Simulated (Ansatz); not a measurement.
Stepwise reaction of `C[S][Zn][S]C` with hydrogen sulfide, as a gas-phase model of exchange steps in deposition or etching. ΔE in kJ/mol; ΔG adds harmonic PBE0-D4 terms to CCSD(T)/CBS, at 1 bar.

Calculated with Ansatz (gas phase, PBE0-D4/def2-TZVP geometries, no zero-point term in ΔE). CBS: MP2 limit from def2 TZ/QZ plus the TZ coupled-cluster correction, frozen cores. This one scheme is used for every species. DFT in def2-TZVPP. B3LYP here is the variant with VWN-RPA as its local correlation; programs differ in this. For Zn outer-core shells are correlated without core-valence functions, which leaves a few kJ/mol of doubt a bond. Scalar relativity is left out up to krypton. One conformer a species, not always the lowest.

```json
{"step": "1", "reaction": "`C[S][Zn][S]C` + H₂S → `C[S][Zn][SH]` + CH₃SH", "PBE-D4": "-11.0", "B3LYP-D4": "-11.4", "ωB97M-V": "-13.7", "CCSD(T)/CBS": "-12.4", "ΔG(400 K)": "-15.9"}
```

Question: Give the row of step 2, `C[S][Zn][SH]` + H₂S → `[SH][Zn][SH]` + CH₃SH. (An estimate is asked.)

Answer: Ansatz gave: 
```json
{"step": "2", "reaction": "`C[S][Zn][SH]` + H₂S → `[SH][Zn][SH]` + CH₃SH", "PBE-D4": "-10.6", "B3LYP-D4": "-11.1", "ωB97M-V": "-13.4", "CCSD(T)/CBS": "-12.1", "ΔG(400 K)": "-11.2"}
```

Question: By hand: ΔE of the 2 steps together at CCSD(T)/CBS.

Answer: (-12.4) + (-12.1) = -24.5 kJ/mol, or -12.2 kJ/mol a step.

In ΔE the steps differ by no more than 0.3 kJ/mol. All are downhill at CCSD(T)/CBS. ΔG lies between -15.9 and -11.2 kJ/mol a step. PBE-D4 differs from CCSD(T)/CBS by 1.4 to 1.5 kJ/mol a step. Isolated molecules leave out the surface, adducts and barriers. Largest T1 diagnostic: 0.014.
